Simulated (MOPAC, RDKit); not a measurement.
Torsional profile of SMILES [SiH3]O[SiH2][SiH2]O. Scanned: dihedral H6–O1–Si2–Si3; all other coordinates were relaxed at GFN2-xTB. Points at φ and −φ are mirror images. Heavy atoms are numbered in the order of the SMILES O[SiH2][SiH2]O[SiH3], hydrogens after them in the order of the atoms that carry them; the mirror image has the same energies with the sign of each dihedral reversed.

Computed with: MMFF94 // GFN2-xTB (RDKit); PM3, restricted, heats of formation // GFN2-xTB (MOPAC); UFF // GFN2-xTB (RDKit).

Energies in kJ/mol, each method relative to its own lowest point.

| φ / ° | MMFF94 | PM3 | UFF |
|---|---|---|---|
| -160 | 4.9 | 4.4 | 0.2 |
| -140 | 2.8 | 4.0 | 1.1 |
| -120 | 0.5 | 2.4 | 1.6 |
| -100 | 0.0 | 0.5 | 2.8 |
| -80 | 2.6 | 0.0 | 7.9 |
| -60 | 7.2 | 1.0 | 16.9 |
| -40 | 7.5 | 1.5 | 17.5 |
| -20 | 7.9 | 2.2 | 19.3 |
| 0 | 9.4 | 3.0 | 23.2 |
| 20 | 7.9 | 2.2 | 19.3 |
| 40 | 7.5 | 1.5 | 17.5 |
| 60 | 7.2 | 1.0 | 16.9 |
| 80 | 2.6 | 0.0 | 7.9 |
| 100 | 0.0 | 0.5 | 2.8 |
| 120 | 0.5 | 2.4 | 1.6 |
| 140 | 2.8 | 4.0 | 1.1 |
| 160 | 4.9 | 4.4 | 0.2 |
| 180 | 5.9 | 4.5 | 0.0 |

MMFF94 has few fitted parameters for silicon.
